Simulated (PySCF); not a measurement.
Ta(OH)4 (H4O4Ta), SMILES [OH][Ta]([OH])([OH])[OH] (connectivity only; charge and spin as stated), neutral, multiplicity 2.

Geometry optimised at r2SCAN-D4/def2-SVP. The multiplicity is an assumed one; other spin states were not compared. The def2 effective core potentials stand for the cores of Ta; spin–orbit coupling is left out. One conformer was computed; it need not be the lowest.

Level of theory: TDA-PBE/def2-SVPD in PySCF 2.14.0.

Vertical excitations. Gas-phase values at a fixed geometry.

Q: List the lowest excited states. (The exact figures need the calculation; the answer reports its results.)

A: 
```json
[
 {"state": "root 1", "energy (eV)": "2.57", "λ (nm)": "482", "f": "0.001", "main pairs": "α HOMO→LUMO 99 %"},
 {"state": "root 2", "energy (eV)": "2.59", "λ (nm)": "479", "f": "0.001", "main pairs": "α HOMO→LUMO+1 92 %"},
 {"state": "root 3", "energy (eV)": "2.69", "λ (nm)": "461", "f": "0.000", "main pairs": "α HOMO→LUMO+2 92 %"},
 {"state": "root 4", "energy (eV)": "3.10", "λ (nm)": "401", "f": "0.001", "main pairs": "α HOMO→LUMO+3 98 %"},
 {"state": "root 5", "energy (eV)": "3.57", "λ (nm)": "347", "f": "0.080", "main pairs": "α HOMO→LUMO+4 93 %"},
 {"state": "root 6", "energy (eV)": "3.90", "λ (nm)": "318", "f": "0.063", "main pairs": "α HOMO→LUMO+5 93 %"},
 {"state": "root 7", "energy (eV)": "3.94", "λ (nm)": "315", "f": "0.023", "main pairs": "α HOMO→LUMO+6 100 %"},
 {"state": "root 8", "energy (eV)": "4.02", "λ (nm)": "308", "f": "0.024", "main pairs": "α HOMO→LUMO+7 99 %"},
 {"state": "root 9", "energy (eV)": "4.59", "λ (nm)": "270", "f": "0.001", "main pairs": "β HOMO→LUMO 100 %"},
 {"state": "root 10", "energy (eV)": "5.10", "λ (nm)": "243", "f": "0.004", "main pairs": "β HOMO−1→LUMO 98 %"}
]
```
Unrestricted roots are not spin-pure.
